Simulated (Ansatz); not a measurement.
Computed with frozen-core CCSD(T)/cc-pVDZ // PBE0-D3(BJ)/def2-SVP (Ansatz, a program for electronic structure). The restricted HF reference is unstable towards unrestricted orbitals.

Ansatz 0.2 input:
```yaml
crystal:
  periodic: [false, false, false]
  atoms:
    - { symbol: C, position_ang: [3.441026, -0.6389, -0.514813] }
    - { symbol: C, position_ang: [2.163929, -1.023116, -0.406518] }
    - { symbol: C, position_ang: [0.995459, -0.171383, -0.154653] }
    - { symbol: C, position_ang: [1.08152, 1.22286, -0.005352] }
    - { symbol: C, position_ang: [-0.050165, 1.990562, 0.233692] }
    - { symbol: C, position_ang: [-1.283801, 1.356534, 0.324342] }
    - { symbol: F, position_ang: [-2.371607, 2.098024, 0.554936] }
    - { symbol: C, position_ang: [-1.434341, -0.021032, 0.18435] }
    - { symbol: Si, position_ang: [-3.134611, -0.812522, 0.318932] }
    - { symbol: C, position_ang: [-0.272069, -0.764014, -0.056058] }
    - { symbol: H, position_ang: [3.752608, 0.405045, -0.420654] }
    - { symbol: H, position_ang: [4.230292, -1.369542, -0.70406] }
    - { symbol: H, position_ang: [1.934823, -2.089572, -0.513327] }
    - { symbol: H, position_ang: [2.050824, 1.720266, -0.077698] }
    - { symbol: H, position_ang: [0.005384, 3.074227, 0.35115] }
    - { symbol: H, position_ang: [-4.060541, -0.279384, -0.723607] }
    - { symbol: H, position_ang: [-3.737334, -0.566143, 1.662333] }
    - { symbol: H, position_ang: [-2.961591, -2.282556, 0.118807] }
    - { symbol: H, position_ang: [-0.349808, -1.849353, -0.1718] }
basis:
  gaussian: { orbitals: cc-pVDZ }
correlation:
  method: ccsd_t
```

Output:

```
Functional definition: HF
1754 factors; integrals over basis functions are off by at most 1.1e-3 eV
mean field evaluation 1: about -18949.1210 eV, gradient 3.8e1 eV
mean field evaluation 2: about -18949.5745 eV, gradient 3.8e1 eV
mean field evaluation 4: about -18954.2583 eV, gradient 5.8e0 eV
mean field evaluation 8: about -18954.3625 eV, gradient 2.8e-1 eV
mean field evaluation 16: about -18953.8912 eV, gradient 1.6e0 eV
mean field -18954.36291981 eV, -696.5599895743 hartree, gradient 6.9e-6 eV, S^2 0.000000; 0 other end points of the search recorded, 0 dependent functions left out; unrestricted orbitals would lower it
14 core orbitals not correlated
reference -18954.36291981 eV, -696.5599895743 hartree; 26, 26 occupied and 149, 149 virtual orbitals, 1754 factors
second order -36.12928677 eV of doubles, -0.00000000 eV of singles
cycle   1  -36.67880313 eV  change   -5.5e-1 eV  update   1.5e-1
cycle   2  -37.74944695 eV  change    -1.1e0 eV  update   4.9e-2
cycle   3  -38.00690043 eV  change   -2.6e-1 eV  update   2.3e-2
cycle   4  -38.00820662 eV  change   -1.3e-3 eV  update   7.0e-3
cycle   5  -38.00822201 eV  change   -1.5e-5 eV  update   3.2e-3
cycle   6  -38.00955409 eV  change   -1.3e-3 eV  update   9.4e-4
cycle   7  -38.00937553 eV  change    1.8e-4 eV  update   3.3e-4
cycle   8  -38.00931993 eV  change    5.6e-5 eV  update   1.4e-4
cycle   9  -38.00935908 eV  change   -3.9e-5 eV  update   5.7e-5
perturbative correction -1.53801231 eV, -0.0565209098 hartree
Total energy: -18993.91029120 eV, -698.0133286668 hartree
```

Cost: very roughly 9 core-minutes.
